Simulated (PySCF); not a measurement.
A calculated (LDA, PySCF 2.14, x2c-SVPall, the spin-free X2C one-electron Hamiltonian (Gaussian nucleus)) atom or ion has these occupied shells.

| shell | electrons | orbital energy (eV) | rms radius, mean of both spins (bohr) |
| --- | --- | --- | --- |
| 1s | 2 | -11719.4 | 0.0525 |
| 2s | 2 | -1518.7 | 0.220 |
| 2p | 6 | -1338.3 | 0.196 |
| 3s | 2 | -224.38 | 0.642 |
| 3p | 6 | -168.42 | 0.669 |
| 3d | 10 | -75.841 | 0.754 |
| 4s | 2 | -44.938 | 1.87 |

Task: Name the element and its charge.

Result: As³⁺ (arsenic, charge +3), in [Ar] 3d10 4s2, closed-shell 1S.
